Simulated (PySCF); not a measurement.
Sn(F)(Cl)(OH)2 (ClFH2O2Sn), SMILES [F][Sn]([Cl])([OH])[OH].

Geometry optimised at PBE0-D3(BJ)/def2-SVP. The structure was generated by enumeration; whether it is a known compound was not checked. The def2 effective core potentials stand for the cores of Sn; spin–orbit coupling is left out. Other conformers were not sampled.

Level of theory: PBE0-D3(BJ)/def2-SVP (PySCF 2.14.0).

Frequencies are harmonic and unscaled.

Task: Estimate the vibrational spectrum. (Estimate from the structure and the level; the computed values follow.)

Result: 
```csv
mode,ν (cm⁻¹),IR (km/mol),Raman (Å⁴/amu),depolarisation,moving atoms (share of kinetic energy)
1,80,73.4,2.0,0.75,"H 44 %, O 32 %, F 14 %, Cl 9 %"
2,104,8.7,1.9,0.74,"H 71 %, O 12 %, F 11 %"
3,137,4.1,1.2,0.75,"O 36 %, Cl 20 %, H 18 %, F 18 %"
4,149,20.1,1.5,0.75,"O 29 %, Cl 22 %, Sn 20 %, H 17 %, F 11 %"
5,175,36.8,1.2,0.74,"O 44 %, F 28 %, Sn 17 %"
6,182,31.2,3.1,0.72,"O 44 %, F 22 %, H 15 %, Sn 15 %"
7,212,133.8,0.7,0.74,"O 41 %, H 37 %, F 18 %"
8,399,47.7,10.8,0.17,"Cl 77 %, Sn 20 %"
9,637,39.2,22.2,0.01,"O 55 %, F 38 %"
10,658,77.4,5.0,0.56,"O 43 %, F 40 %, Sn 16 %"
11,671,78.5,6.2,0.61,"O 76 %, Sn 16 %"
12,867,64.8,1.0,0.67,H 93 %
13,889,79.2,1.0,0.72,H 92 %
14,3869,121.7,100.9,0.34,H 94 %
15,3876,104.1,112.7,0.21,H 94 %
```
